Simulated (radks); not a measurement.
Q: The mean radii <r> (bohr) of the occupied orbitals of an atom or ion are listed with their occupations. All-electron calculation, non-relativistic Kohn-Sham, B86b exchange with PBE correlation, spin-polarised, spherical densities, point nucleus. Program: a radial shooting solver on a logarithmic mesh with Libxc functionals.

| orbital | occ. | <r> |
|---|---|---|
| 1s up | 1 | 0.06580 |
| 2s up | 1 | 0.2823 |
| 2s down | 1 | 0.2858 |
| 2p up | 3 | 0.2410 |
| 3d up | 1 | 0.5793 |

Name the element and its charge. Open shells, if any, are filled with parallel spins first.

A: Z = 23, vanadium, charge +16: V16+ in 1s1 2s2 2p3 3d1. The 1s radius gives Z: for a bare nucleus <r> = 1.5/Z, 0.06522 bohr for Z = 23, and screening makes it slightly larger (0.06580 here). The occupations add up to 7, and the charge is Z minus that.
